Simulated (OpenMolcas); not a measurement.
## Ti3+: moving or changing the point charges

Ti3+ among 6 point charges of -2.2 e arranged as an octahedron (Oh), 1.84 Å from the ion.
```
   1.8400    0.0000    0.0000  -2.20
   0.0000    1.8400    0.0000  -2.20
  -1.8400    0.0000    0.0000  -2.20
   0.0000   -1.8400    0.0000  -2.20
   0.0000    0.0000    1.8400  -2.20
   0.0000    0.0000   -1.8400  -2.20
```

```
Program             : OpenMolcas 26.06
Method              : CASSCF
Basis               : ANO-RCC-VDZP [5s4p2d1f]
Scalar Hamiltonian  : DKH2, point nucleus
Active space        : 1 electron in 5 orbitals (3d)
State averaging     : 2S+1 = 2 even, 5 roots
Spin-orbit coupling : state interaction with AMFI integrals over the reference wave functions
```

Runs around this geometry, states (labels of O, the rotations of Oh). Energies in cm-1 above the lowest state or level, χT in cm3 K/mol; under a threefold ground state the first gap can be a small split of the lowest multiplet, not the spin-orbit step; 10Dq is the gap between the two states.

```csv
R (Å),q (e),Ground state,First state of that spin,10Dq,First gap with spin-orbit (degeneracies),χT at 300 K
1.84,-1.1,2T2,2E 6128,6128,"223.2 (4, 2)",0.464
1.84,-2.2,2T2,2E 12990,12990,"199.3 (4, 2)",0.473
2.02,-2.2,2T2,2E 8049,8049,"216.4 (4, 2)",0.465
```

Taking |10Dq| as R^-n, n = -ln(8049 / 12990) / ln(2.02 / 1.84) = 5.1 between the shortest and longest distance. The point-charge formula for a cubic d site gives n = 5.

Scaling the charges by -1.1 / -2.2 = 0.50 scales |10Dq| by 6128 / 12990 = 0.47; with fixed orbitals a first-order splitting would follow the charge.

An orbital triplet at a regular site is open to Jahn-Teller coupling, which can distort the site and quench the lowest spin-orbit gaps and is left out. This field is weak: 10Dq is about 6128 cm-1, while octahedral complexes of 3d ions of charge 3 and more, computed by the same method with explicit ligands, had a median near 15000 cm-1. Ground spin and moment need not be those of a real site (figures for R = 1.84, q = -1.1; the like holds for R = 2.02, q = -2.2). Point charges carry no covalency, so the field is a model and not that of real ligands. No measured value stands beside these numbers.
